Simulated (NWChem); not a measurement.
Everything below was run with NWChem. System: methylammonium (CH$_{6}$N (+1)), charge 1, spin multiplicity 1, at a geometry optimised with PBE0/def2-SVP. Level: CIS/aug-cc-pVDZ.

Part of the output:

```
             Northwest Computational Chemistry Package (NWChem) 7.3.0
             --------------------------------------------------------

                                NWChem Input Module
                                -------------------

 Scaling coordinates for geometry "geometry" by  1.889725989
 (inverse scale =  0.529177249)

 Turning off AUTOSYM since
 SYMMETRY directive was detected!

                             Geometry "geometry" -> ""
                             -------------------------

 Output coordinates in angstroms (scale by  1.889725989 to convert to a.u.)

  No.       Tag          Charge          X              Y              Z
 ---- ---------------- ---------- -------------- -------------- --------------
    1 C                    6.0000     0.78880600     0.04750600     0.00000000
    2 N                    7.0000    -0.70027600    -0.04217400     0.00000000
    3 H                    1.0000     1.11011200     0.58681100     0.89894100
    4 H                    1.0000     1.11011200     0.58681100    -0.89894100
    5 H                    1.0000     1.20372300    -0.96739700     0.00000000
    6 H                    1.0000    -1.05626000    -0.54165900     0.82648800
    7 H                    1.0000    -1.05626000    -0.54165900    -0.82648800
    8 H                    1.0000    -1.14233600     0.88727600     0.00000000

 Effective nuclear repulsion energy (a.u.)      47.8295271957

            Nuclear Dipole moment (a.u.)
            ----------------------------
        X                 Y               Z
 ---------------- ---------------- ----------------
    -0.0000094486     0.0000018897     0.0000000000

      Symmetry information
      --------------------

 Group name             Cs
 Group number              2
 Group order               2
 No. of unique centers     6

      Symmetry unique atoms

     1    2    3    5    6    8


 Summary of "ao basis" -> "" (spherical)
 ------------------------------------------------------------------------------
       Tag                 Description            Shells   Functions and Types
 ---------------- ------------------------------  ------  ---------------------
 *                        aug-cc-pvdz                 on all atoms

  xc_inp: hfexch multiplicative factor not found.

                                 NWChem DFT Module
                                 -----------------

 Summary of "ao basis" -> "ao basis" (spherical)
[...]
     Occ.    9  a"  ---  Virt.   13  a'      -0.75202
     Occ.    9  a"  ---  Virt.   14  a'      -0.09614
     Occ.    9  a"  ---  Virt.   16  a'      -0.21388
     Occ.    9  a"  ---  Virt.   19  a'      -0.06033
     Occ.    9  a"  ---  Virt.   20  a'       0.39449
     Occ.    9  a"  ---  Virt.   21  a'      -0.06950
     Occ.    9  a"  ---  Virt.   23  a'      -0.12143
     Occ.    9  a"  ---  Virt.   26  a'       0.09633
     Occ.    9  a"  ---  Virt.   28  a'      -0.21874
     Occ.    9  a"  ---  Virt.   31  a'      -0.16860
     Occ.    9  a"  ---  Virt.   50  a'      -0.05283
  ----------------------------------------------------------------------------
  Root   4 singlet a'             0.487980730 a.u.               13.2786 eV
  ----------------------------------------------------------------------------
     Transition Moments    X -0.04210   Y  0.69925   Z -0.00000
     Transition Moments   XX -0.18441  XY  1.54306  XZ -0.00000
     Transition Moments   YY -0.40606  YZ -0.00000  ZZ  0.59049
     Dipole Oscillator Strength                    0.1596443229
     Electric Quadrupole                           0.0000016428
     Magnetic Dipole                               0.0000000065
     Total Oscillator Strength                     0.1596459722

          sigma_e =   2.5322 Angstrom
          sigma_h =   1.2112 Angstrom
         |d_h->e| =   0.3726 Angstrom
            d_exc =   2.7163 Angstrom
            d_CD1 =   1.6935 Angstrom
            d_CD2 =  -1.4992 Angstrom
            d_CD3 =   3.0889 Angstrom
     Pearson C.C. =   0.1043

     Occ.    5  a'  ---  Virt.   10  a'       0.05634
     Occ.    7  a'  ---  Virt.   11  a'       0.05850
     Occ.    8  a'  ---  Virt.   10  a'      -0.08342
     Occ.    8  a'  ---  Virt.   11  a'       0.15380
     Occ.    8  a'  ---  Virt.   13  a'       0.75198
     Occ.    8  a'  ---  Virt.   14  a'      -0.09621
     Occ.    8  a'  ---  Virt.   16  a'       0.21389
     Occ.    8  a'  ---  Virt.   19  a'       0.06033
     Occ.    8  a'  ---  Virt.   20  a'      -0.39446
     Occ.    8  a'  ---  Virt.   21  a'      -0.06960
     Occ.    8  a'  ---  Virt.   23  a'       0.12140
     Occ.    8  a'  ---  Virt.   26  a'       0.09637
     Occ.    8  a'  ---  Virt.   28  a'       0.21874
     Occ.    8  a'  ---  Virt.   31  a'       0.16859
     Occ.    8  a'  ---  Virt.   50  a'       0.05283
     Occ.    9  a"  ---  Virt.   12  a"      -0.15376
     Occ.    9  a"  ---  Virt.   15  a"      -0.09621
     Occ.    9  a"  ---  Virt.   22  a"       0.06957
     Occ.    9  a"  ---  Virt.   27  a"       0.09637
  ----------------------------------------------------------------------------
  Root   5 singlet a"             0.516424667 a.u.               14.0526 eV
  ----------------------------------------------------------------------------
     Transition Moments    X -0.00000   Y  0.00000   Z  0.00371
     Transition Moments   XX  0.00000  XY -0.00000  XZ -0.01073
     Transition Moments   YY -0.00000  YZ  0.00858  ZZ  0.00000
     Dipole Oscillator Strength                    0.0000047402
     Electric Quadrupole                           0.0000000001
     Magnetic Dipole                               0.0000004899
     Total Oscillator Strength                     0.0000052303

          sigma_e =   2.9133 Angstrom
          sigma_h =   1.2816 Angstrom
         |d_h->e| =   0.8426 Angstrom
            d_exc =   3.1887 Angstrom
            d_CD1 =   2.4743 Angstrom
            d_CD2 =  -1.2548 Angstrom
            d_CD3 =   4.0313 Angstrom
     Pearson C.C. =   0.0900

     Occ.    8  a'  ---  Virt.   12  a"       0.59552
     Occ.    8  a'  ---  Virt.   17  a"       0.23665
     Occ.    8  a'  ---  Virt.   22  a"      -0.21311
     Occ.    8  a'  ---  Virt.   25  a"       0.08297
     Occ.    8  a'  ---  Virt.   34  a"      -0.07333
     Occ.    8  a'  ---  Virt.   38  a"       0.06021
     Occ.    9  a"  ---  Virt.   11  a'      -0.61713
     Occ.    9  a"  ---  Virt.   18  a'      -0.24254
     Occ.    9  a"  ---  Virt.   21  a'       0.22133
     Occ.    9  a"  ---  Virt.   24  a'       0.08463
     Occ.    9  a"  ---  Virt.   33  a'       0.07566
     Occ.    9  a"  ---  Virt.   37  a'       0.06240

              Target root =      1
          Target symmetry = none
      Ground state energy =    -95.591478708775
        Excitation energy =      0.441867021870
     Excited state energy =    -95.149611686905

  stored tddft:energy   -95.149611686904791

 Task  times  cpu:       84.4s     wall:       84.4s

 Total times  cpu:       84.5s     wall:       84.5s
```

Q: Write an NWChem input that would produce this output.

A: One answer among several that fit: 
```
start mol
memory heap 200 mb stack 900 mb global 1100 mb
charge 1
geometry units angstroms nocenter noautoz
  C      0.788806     0.047506     0.000000
  N     -0.700276    -0.042174     0.000000
  H      1.110112     0.586811     0.898941
  H      1.110112     0.586811    -0.898941
  H      1.203723    -0.967397     0.000000
  H     -1.056260    -0.541659     0.826488
  H     -1.056260    -0.541659    -0.826488
  H     -1.142336     0.887276     0.000000
  symmetry group Cs
end
basis spherical
  * library aug-cc-pvdz
end
dft
  xc hfexch
  semidirect memsize 60000000 filesize 0
  iterations 100
end
tddft
  cis
  nroots 5
  notriplet
  thresh 1e-4
end
task tddft energy
```
